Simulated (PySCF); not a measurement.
Ligands exchanged one at a time, In OH-SH. All species are isolated molecules in the gas phase. One relaxed conformer stands for each flexible species; it need not be the lowest. Strings in code marks are SMILES.

The T1 excitation (TDA) from two functionals at the same geometries (CAM-B3LYP-D3(BJ)/def2-TZVP), both in PySCF: PBE-D3(BJ)/def2-TZVP and TPSSh-D3(BJ)/def2-TZVP. Excitations are Tamm–Dancoff values on a coarser integration grid. The basis has no diffuse functions, so Rydberg states are missing or too high.

```csv
species,TPSSh-D3(BJ)/def2-TZVP (eV)
1 of 3 OH replaced by SH (`[OH][In]([OH])[SH]`),4.13
2 of 3 OH replaced by SH (`[OH][In]([SH])[SH]`),4.08
3 of 3 OH replaced by SH (`[SH][In]([SH])[SH]`),4.08
```

Problem. What does PBE-D3(BJ)/def2-TZVP give for each?

Solution. 
- 1 of 3 OH replaced by SH (`[OH][In]([OH])[SH]`): 3.69
- 2 of 3 OH replaced by SH (`[OH][In]([SH])[SH]`): 3.66
- 3 of 3 OH replaced by SH (`[SH][In]([SH])[SH]`): 3.67
Over these rows, drawn at random from the members with no instability flagged (it was tested for open shells, ions and some series alone), PBE minus TPSSh-D3(BJ): mean -0.42 eV, from -0.44 eV to -0.42 eV.
